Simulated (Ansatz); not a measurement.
Ansatz (a first-principles code) input (B3LYP-D3(BJ)/def2-TZVP):

Ansatz 0.2 input:
```yaml
crystal:
  periodic: [false, false, false]
  atoms:
    - {symbol: As, position_ang: [0.01635937, -0.00680821, 0.67155905]}
    - {symbol: H, position_ang: [-0.71731975, -0.96542142, -0.24605005]}
    - {symbol: H, position_ang: [-0.52570877, 1.12378966, -0.18083689]}
    - {symbol: H, position_ang: [1.23556008, -0.12899783, -0.19192637]}
basis:
  gaussian:
    orbitals: def2-TZVP
hamiltonian:
  xc: b3lyp
  dispersion: d3bj
total_charge: -1
magnetization: {spin_polarized: true, initial_magnetization: 1}
relax: {f_tol: 0.002, max_steps: 150}
```

Output:

```
Functional definition: B3LYP
integrals: 0.01 GiB planned
500 factors; integrals over basis functions are off by at most 3.0e-4 eV
mean field: 0.23 GiB planned
mean field evaluation 1: about -60887.7925 eV, gradient 1.8e1 eV
mean field evaluation 2: about -60887.5234 eV, gradient 2.2e1 eV
mean field evaluation 4: about -60888.5478 eV, gradient 3.5e-1 eV
mean field evaluation 8: about -60888.5634 eV, gradient 5.2e-2 eV
mean field evaluation 16: about -60888.5948 eV, gradient 7.0e-2 eV
mean field evaluation 32: about -60888.6014 eV, gradient 6.2e-6 eV
mean field evaluation 64: about -60888.5657 eV, gradient 9.5e-1 eV
a density is far from that of the atoms, so the factors are made again for it
511 factors; integrals over basis functions are off by at most 3.0e-4 eV
mean field: 0.23 GiB planned
mean field evaluation 96: about -60888.6013 eV, gradient 9.7e-8 eV
mean field -60888.60132045 eV, -2237.6148267502 hartree, gradient 6.6e-7 eV, S^2 0.752426; 0 other end points of the search recorded, 0 dependent functions left out
the calculation of the forces begins
reference -60888.60151787 eV, -2237.6148340051 hartree; 19, 18 occupied and 47, 48 virtual orbitals, 511 factors
relax step   1: F+E_penalty+E_count = -60888.67196841 eV  Δ(F+E_penalty+E_count) = +0.000e0 eV  max|allowed force component| = 2.944e0 eV/Å  Δτ_max = 0.0000 Å  (393 SCF iters, accepted)
these checks for a lower state are left out or cut short: starts, cluster_reference, orbital_swaps, neighbouring_geometries, increment
integrals: 0.01 GiB planned
500 factors; integrals over basis functions are off by at most 3.3e-4 eV
mean field: 0.23 GiB planned
mean field -60889.15645650 eV, -2237.6352276238 hartree, gradient 2.0e-5 eV, S^2 0.753256; 0 other end points of the search recorded, 0 dependent functions left out
the calculation of the forces begins
reference -60889.15666513 eV, -2237.6352352906 hartree; 19, 18 occupied and 47, 48 virtual orbitals, 500 factors
relax step   2: F+E_penalty+E_count = -60889.22677329 eV  Δ(F+E_penalty+E_count) = -5.548e-1 eV  max|allowed force component| = 8.604e-1 eV/Å  Δτ_max = 0.1971 Å  (35 SCF iters, accepted)
these checks for a lower state are left out or cut short: starts, cluster_reference, orbital_swaps, neighbouring_geometries, increment
integrals: 0.01 GiB planned
500 factors; integrals over basis functions are off by at most 3.9e-4 eV
mean field: 0.23 GiB planned
mean field -60889.43824538 eV, -2237.6455831743 hartree, gradient 4.0e-5 eV, S^2 0.754109; 0 other end points of the search recorded, 0 dependent functions left out
the calculation of the forces begins
reference -60889.43846131 eV, -2237.6455911094 hartree; 19, 18 occupied and 47, 48 virtual orbitals, 500 factors
relax step   3: F+E_penalty+E_count = -60889.50807290 eV  Δ(F+E_penalty+E_count) = -2.813e-1 eV  max|allowed force component| = 6.222e-1 eV/Å  Δτ_max = 0.1955 Å  (31 SCF iters, accepted)
these checks for a lower state are left out or cut short: starts, cluster_reference, orbital_swaps, neighbouring_geometries, increment
integrals: 0.01 GiB planned
500 factors; integrals over basis functions are off by at most 4.3e-4 eV
mean field: 0.23 GiB planned
mean field -60889.62005487 eV, -2237.6522645495 hartree, gradient 2.1e-5 eV, S^2 0.754945; 0 other end points of the search recorded, 0 dependent functions left out
the calculation of the forces begins
reference -60889.62027287 eV, -2237.6522725611 hartree; 19, 18 occupied and 47, 48 virtual orbitals, 500 factors
relax step   4: F+E_penalty+E_count = -60889.68992580 eV  Δ(F+E_penalty+E_count) = -1.819e-1 eV  max|allowed force component| = 5.299e-1 eV/Å  Δτ_max = 0.1953 Å  (31 SCF iters, accepted)
these checks for a lower state are left out or cut short: starts, cluster_reference, orbital_swaps, neighbouring_geometries, increment
integrals: 0.01 GiB planned
500 factors; integrals over basis functions are off by at most 4.5e-4 eV
mean field: 0.23 GiB planned
mean field -60889.63383967 eV, -2237.6527711316 hartree, gradient 2.0e-5 eV, S^2 0.755307; 0 other end points of the search recorded, 0 dependent functions left out
the calculation of the forces begins
reference -60889.63405728 eV, -2237.6527791288 hartree; 19, 18 occupied and 47, 48 virtual orbitals, 500 factors
relax step   5: F+E_penalty+E_count = -60889.70380795 eV  Δ(F+E_penalty+E_count) = -1.388e-2 eV  max|allowed force component| = 1.807e-1 eV/Å  Δτ_max = 0.1021 Å  (32 SCF iters, accepted)
these checks for a lower state are left out or cut short: starts, cluster_reference, orbital_swaps, neighbouring_geometries, increment
integrals: 0.01 GiB planned
500 factors; integrals over basis functions are off by at most 4.7e-4 eV
mean field: 0.23 GiB planned
mean field evaluation 128: about -60889.6495 eV, gradient 7.8e-2 eV
mean field -60889.64963776 eV, -2237.6533517006 hartree, gradient 2.4e-5 eV, S^2 0.754802; 0 other end points of the search recorded, 0 dependent functions left out
the calculation of the forces begins
reference -60889.64985577 eV, -2237.6533597126 hartree; 19, 18 occupied and 47, 48 virtual orbitals, 500 factors
relax step   6: F+E_penalty+E_count = -60889.71868125 eV  Δ(F+E_penalty+E_count) = -1.487e-2 eV  max|allowed force component| = 9.088e-2 eV/Å  Δτ_max = 0.0819 Å  (32 SCF iters, accepted)
these checks for a lower state are left out or cut short: starts, cluster_reference, orbital_swaps, neighbouring_geometries, increment
integrals: 0.01 GiB planned
500 factors; integrals over basis functions are off by at most 4.9e-4 eV
mean field: 0.23 GiB planned
mean field -60889.65042550 eV, -2237.6533806498 hartree, gradient 2.3e-5 eV, S^2 0.754870; 0 other end points of the search recorded, 0 dependent functions left out
the calculation of the forces begins
reference -60889.65064420 eV, -2237.6533886866 hartree; 19, 18 occupied and 47, 48 virtual orbitals, 500 factors
relax step   7: F+E_penalty+E_count = -60889.71958142 eV  Δ(F+E_penalty+E_count) = -9.002e-4 eV  max|allowed force component| = 7.044e-2 eV/Å  Δτ_max = 0.0175 Å  (32 SCF iters, accepted)
these checks for a lower state are left out or cut short: starts, cluster_reference, orbital_swaps, neighbouring_geometries, increment
integrals: 0.01 GiB planned
500 factors; integrals over basis functions are off by at most 4.8e-4 eV
mean field: 0.23 GiB planned
mean field -60889.65091305 eV, -2237.6533985670 hartree, gradient 1.4e-5 eV, S^2 0.754864; 0 other end points of the search recorded, 0 dependent functions left out
the calculation of the forces begins
reference -60889.65113123 eV, -2237.6534065849 hartree; 19, 18 occupied and 47, 48 virtual orbitals, 500 factors
relax step   8: F+E_penalty+E_count = -60889.72004331 eV  Δ(F+E_penalty+E_count) = -4.619e-4 eV  max|allowed force component| = 6.297e-3 eV/Å  Δτ_max = 0.0095 Å  (26 SCF iters, accepted)
these checks for a lower state are left out or cut short: starts, cluster_reference, orbital_swaps, neighbouring_geometries, increment
integrals: 0.01 GiB planned
500 factors; integrals over basis functions are off by at most 4.8e-4 eV
mean field: 0.23 GiB planned
mean field -60889.65093533 eV, -2237.6533993856 hartree, gradient 6.1e-5 eV, S^2 0.754856; 0 other end points of the search recorded, 0 dependent functions left out
the calculation of the forces begins
reference -60889.65115359 eV, -2237.6534074063 hartree; 19, 18 occupied and 47, 48 virtual orbitals, 500 factors
relax step   9: F+E_penalty+E_count = -60889.72006328 eV  Δ(F+E_penalty+E_count) = -1.996e-5 eV  max|allowed force component| = 1.628e-3 eV/Å  Δτ_max = 0.0020 Å  (23 SCF iters, accepted)
integrals: 0.01 GiB planned
500 factors; integrals over basis functions are off by at most 4.8e-4 eV
mean field: 0.23 GiB planned
mean field evaluation 160: about -60889.6509 eV, gradient 1.4e-2 eV
mean field -60889.65093533 eV, -2237.6533993856 hartree, gradient 6.1e-5 eV, S^2 0.754856; 1 other end points of the search recorded, 0 dependent functions left out
the calculation of the forces begins
reference -60889.65115359 eV, -2237.6534074063 hartree; 19, 18 occupied and 47, 48 virtual orbitals, 500 factors
Total energy: -60889.72028153 eV, -2237.6559478116 hartree
Atom 0 at     0.131994     0.184784     0.497571 Å, force     0.001023     0.001628     0.001198 eV/Å
Atom 1 at    -0.631261    -0.868613    -0.314414 Å, force    -0.000616    -0.000907    -0.001059 eV/Å
Atom 2 at    -1.073300     1.315136    -0.065508 Å, force    -0.000112    -0.000418    -0.000045 eV/Å
Atom 3 at     1.581458    -0.608745    -0.064903 Å, force    -0.000296    -0.000303    -0.000094 eV/Å
Dipole moment:    -0.002756    -0.003995     0.200984 e Å
```
